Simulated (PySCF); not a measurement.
# Telling isomers of C$_{5}$H$_{4}$F$_{2}$ apart by NMR

PySCF 2.14 calculation with geometry: GFN2-xTB, spin–spin couplings from B3LYP/pcJ-1 (spin–dipole term left out of most H,H and C,H couplings) and NMR shieldings at PBE0/pcSseg-1/GIAO; no solvent, rapidly exchanging positions averaged, relativity neglected, a single conformation.

δ = σ(ref) − σ, references computed at the same level: $^{1}$H (σref 31.72) and $^{13}$C (σref 186.93) against TMS. Multiplet labels drop J under 1 Hz and among equivalent protons, and merge close values. Unscaled 3J(H,H) run several per cent high. Vicinal couplings that depend on rotamer populations or ring flexing (ring, CH–CH, X–H and H–F types) are those of the one conformer. One-bond C–F couplings are unscaled and too large by tens of Hz. Shifts are as computed. Against solution values, carbons near 30 ppm lie about +3 ppm off and those near 130 ppm about +5 ppm. Of 1313 compounds with measured shifts, 239 miss one by over three times the rms of a fit or turn the order of signals round; such compounds aren't used in these exercises.

(1) Tabulate the signals of `C=C=C=CC(F)F`, `C#CC(=C)C(F)F` and their relative energies.

(2) What is the quickest way to tell C=C=C=CC(F)F from C#CC(=C)C(F)F?

Results:

(1) 
```json
{"SMILES": "C=C=C=CC(F)F", "carbon types": "2×C 2×CH 1×CH2", "δC": "186.7, 185.7, 121.5, 114.5, 108.1", "δH": "6.33 (m, 1H), 6.23 (m, 1H), 5.96 (m, 2H)", "E rel. (kcal/mol)": "2.5"}
{"SMILES": "C#CC(=C)C(F)F", "carbon types": "2×C 2×CH 1×CH2", "δC": "136.9, 133.0, 119.2, 92.1, 84.4", "δH": "6.59 (td, 1H), 6.42 (td, 1H), 6.39 (d, 1H), 2.87 (d, 1H)", "E rel. (kcal/mol)": "0.0"}
```

Energies are electronic energies at PBE0/pcSseg-1 on these geometries, without zero-point or thermal terms, each for the one conformer computed, which needn't be the lowest.

(2) Both give the same number of carbon signals, with the same numbers of each carbon type, so the positions decide. The first has a central carbon of an allene (C) at 186.7 ppm, the second an alkyne carbon (C) at 84.4 ppm. Their most deshielded carbons lie at 186.7 and 136.9 ppm.
